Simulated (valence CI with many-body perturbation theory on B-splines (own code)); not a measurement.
Values are calculated unless marked as measured or tabulated.
**Run record, Nb³⁵⁺**

The program does CI of the valence electrons with many-body perturbation theory for a frozen closed Dirac-Fock core.

Command, and the settings that its task file holds:

```sh
python run_cv.py task.json out
```

```
atom Nb  Z=41  mass_number=93  rms_radius_fm=4.3240
core [He]
valence 2s2 2p2
avg = 1
basis = S
breit = 1
cap = 10000
capref = 1200
cscale = 1
de = 0.0
dress = 0
eps = 2e-08
extrap = 1
h = 0.27
hh = 1
l2 = 3
lcore = 6
maxit = 60
n2 = 5
natural = 1
nlev = 21
nno = [3, 3, 3, 2, 1]
nroot = 26
ns = 2
nsp = [3, 3, 2, 1, 0]
pt2 = 1
qed = 1
rpa = 1
s1 = 1
s2 = 1
s3 = 1
screen = 1
tol = 2e-05
whole = 1
```

Log. The first blocks belong to the next ion, which gives the ionisation energy. Fields: 2J, parity (1 odd), roots, reference size, generating configurations, candidates as configurations/state functions, variational space P, stored matrix elements, Davidson steps; e2 is the range of second-order energies in hartree. The first line gives the box (bohr), its intervals, the orbitals and the steps of their self-consistent field. Window is the range of levels sought, series limit the energy at which the first omitted orbital would enter, core excitation an estimate of the first excitation out of the core, left out the lowest levels not solved, and shifts from estimates the range by which levels moved from their first estimate, all in cm⁻¹.

```
rmax 1.6 intervals 55 orbitals 36 references ['2s2 2p2', '2s 2p3', '2p4'] scf 3 t 0.3
2J=1 par=1 roots 2 ref 40 generators 2 cand 625/889 P 657/929 nnz 0 it 0
2J=1 par=1 roots 2 ref 40 generators 2 cand 20/26 P 677/955 nnz 0 it 0
   second order: generators 7 cand 783/1150 e2 -0.00002 -0.00001
reference levels 448, estimated 343, window 21832842 1/cm; series limit 29487897, core excitation 135819246
2J=0 par=0 roots 7 ref 28 generators 14 cand 657/1005 P 2416/3544 nnz 9.1e+05 it 5
2J=0 par=0 roots 7 ref 28 generators 16 cand 1016/1759 P 3432/5303 nnz 1.8e+06 it 5
   second order: generators 28 cand 3213/5136 e2 -0.00001 -0.00000
2J=2 par=0 roots 6 ref 58 generators 16 cand 458/1353 P 1617/4761 nnz 2.1e+06 it 5
2J=2 par=0 roots 6 ref 58 generators 18 cand 1452/5220 P 3069/9981 nnz 7.8e+06 it 5
   second order: generators 24 cand 2950/11491 e2 -0.00008 -0.00001
2J=4 par=0 roots 6 ref 64 generators 16 cand 458/1466 P 1575/5143 nnz 2.7e+06 it 5
2J=4 par=0 roots 6 ref 64 generators 16 cand 1116/4854 P 2691/9997 nnz 8.6e+06 it 6
   second order: generators 24 cand 4098/21888 e2 -0.00026 -0.00001
2J=4 par=1 roots 8 ref 67 generators 15 cand 433/1441 P 1523/5051 nnz 2.6e+06 it 5
2J=4 par=1 roots 8 ref 67 generators 18 cand 1082/4933 P 2605/9984 nnz 8e+06 it 5
   second order: generators 30 cand 5665/31746 e2 -0.00240 -0.00007
2J=2 par=1 roots 8 ref 62 generators 17 cand 504/1367 P 1691/4852 nnz 2.3e+06 it 5
2J=2 par=1 roots 8 ref 62 generators 19 cand 1368/5252 P 3059/10104 nnz 7.5e+06 it 5
   second order: generators 29 cand 4026/15450 e2 -0.00074 -0.00001
2J=6 par=1 roots 3 ref 47 generators 10 cand 301/952 P 1104/3426 nnz 1.4e+06 it 5
2J=6 par=1 roots 3 ref 47 generators 12 cand 1312/6568 P 2416/9994 nnz 9.4e+06 it 6
   second order: generators 20 cand 5184/31690 e2 -0.00036 -0.00002
2J=0 par=1 roots 3 ref 24 generators 7 cand 671/1041 P 2415/3649 nnz 9.5e+05 it 4
2J=0 par=1 roots 3 ref 24 generators 9 cand 859/1444 P 3274/5093 nnz 1.8e+06 it 5
   second order: generators 11 cand 845/1305 e2 -0.00001 -0.00000
2J=6 par=0 roots 1 ref 41 generators 6 cand 336/1243 P 1107/3730 nnz 1.5e+06 it 5
2J=6 par=0 roots 1 ref 41 generators 7 cand 1729/7208 P 2836/10938 nnz 9.7e+06 it 6
   second order: generators 10 cand 2578/16248 e2 -0.00007 -0.00007
2J=8 par=1 roots 1 ref 24 generators 4 cand 337/1386 P 1213/3947 nnz 1.8e+06 it 4
2J=8 par=1 roots 1 ref 24 generators 4 cand 1542/7494 P 2755/11441 nnz 1.2e+07 it 5
   second order: generators 8 cand 2144/13199 e2 -0.00003 -0.00003
left out: unestimated 31610468, estimated 23246295, shifts from estimates -2 to 99
```

Q: What became of the run, and why?

A: It gave no result: the setting left no core shell for the response of the core. The program said: "need at least one array to concatenate".
